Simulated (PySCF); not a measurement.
**Excitation energy of Kr+ by level of theory**

Kr+ [Ar] 3d10 4s2 4p5 (2P) → Kr+ [Ar] 3d10 4s1 4p5 4d1 (high-spin determinant), as a difference of total energies. All numbers are calculated (PySCF 2.14, scalar relativity by spin-free X2C-1e, in x2c-TZVPPall with one added diffuse shell each of s, p, d type (7s6p5d1f, 57 functions)). Correlated levels: valence: [Ar] 3d10 frozen; valence and next inner shell: [Ne] frozen. The calculations carry no spin-orbit coupling.

```csv
method,excitation energy (eV)
UHF,30.995
LDA,29.882
PBE,29.534
PBE0,30.095
r2SCAN,30.109
B2PLYP,30.263
revPBE,29.434
wB97X-V,30.561
B3LYP,30.137
MP2 (valence),30.180
SCS-MP2 (valence),30.052
MP2 (valence and next inner shell),30.320
SCS-MP2 (valence and next inner shell),30.140
```

Q: How much does correlation contribute at MP2 (valence and next inner shell)?

A: 30.320 − (30.995) = -0.675 eV, measured against UHF.

A first-order spin-orbit estimate (lowest level to lowest level, LS coupling) adds -0.009 eV.

The upper state lies above the first ionisation limit, where it may autoionise and the basis confines it.

The promoted electron is Rydberg-like, and one or two diffuse shells describe it only roughly, which tends to raise the upper state.

The determinant of the upper state mixes LS terms, which raises its energy above the lowest term, most at the Hartree-Fock and MP2 levels.
